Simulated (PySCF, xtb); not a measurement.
Bi(H)2(SiH3) (BiH₅Si), SMILES [SiH3][BiH2].

Harmonic wavenumbers (cm⁻¹) from GFN2-xTB in xtb 6.7.1 at its own minimum, in rising order: 89, 333, 391, 395, 544, 562, 792, 812, 821, 823, 1723, 1756, 2254, 2264, 2324.

Task: What does B3LYP-D3(BJ)/def2-TZVP (PySCF 2.14.0) give at its own minimum? (The exact figures need the calculation; the answer reports its results.)

Result: 113, 270, 368, 385, 568, 587, 763, 866, 952, 953, 1787, 1794, 2207, 2221, 2233. Paired by order, the mean absolute difference is 53 cm⁻¹ and the zero-point energies are 22.7 and 23.0 kcal/mol.
